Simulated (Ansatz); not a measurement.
InCl2F. The state is a singlet with charge 0. Geometry r2SCAN-D4/def2-SVP; atoms count from 1.

```xyz
4

In    0.061    0.023    0.012
Cl   -0.862    0.389   -2.084
Cl   -1.047   -1.112    1.704
F     1.848    0.700    0.368
```

In the def2 sets In takes a core potential; there is no spin–orbit coupling.

Question: Estimate the Mulliken populations from the PBE0/def2-TZVP orbitals of Ansatz.

Answer: 
| atom | charge (e) |
| --- | --- |
| In1 | 1.10 |
| Cl2 | -0.32 |
| Cl3 | -0.32 |
| F4 | -0.45 |
Mulliken values depend strongly on the basis.

Question: And the Mayer bond orders between heavy atoms (over 0.3)?

Answer: In1–Cl2 1.03 (2.32 Å); In1–Cl3 1.03 (2.32 Å); In1–F4 0.86 (1.94 Å).
